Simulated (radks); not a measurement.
Problem. Rh3+, configuration [Kr] 4d6 (the NIST ground configuration). Method: Dirac Kohn-Sham, BLYP, spin-unpolarised, spherical densities, finite nucleus; open shells fill j = l - 1/2 first; Fermi nuclear charge, rms radius 4.4945 fm; computed with a radial shooting solver on a logarithmic mesh with Libxc functionals.

Spin-orbit splittings of the eigenvalues, e(l+1/2) - e(l-1/2), with zeta = 2 splitting/(2l+1) and mean radii in bohr:

| shell | occ. | splitting (eV) | zeta (eV) | <r> j=l-1/2 | <r> j=l+1/2 |
|---|---|---|---|---|---|
| 2p | 6 | 144.7 | 96.46 | 0.1203 | 0.1252 |
| 3p | 6 | 24.90 | 16.60 | 0.3831 | 0.3938 |
| 3d | 10 | 4.912 | 1.965 | 0.3683 | 0.3718 |
| 4p | 6 | 4.040 | 2.693 | 1.045 | 1.073 |
| 4d | 6 | 0.4903 | 0.1961 | 1.367 | 1.380 |
| 5p | 0 | ? | ? | 2.827 | 2.886 |

Estimate the 5p splitting.

Solution. 0.5334 eV (zeta = 0.3556 eV).
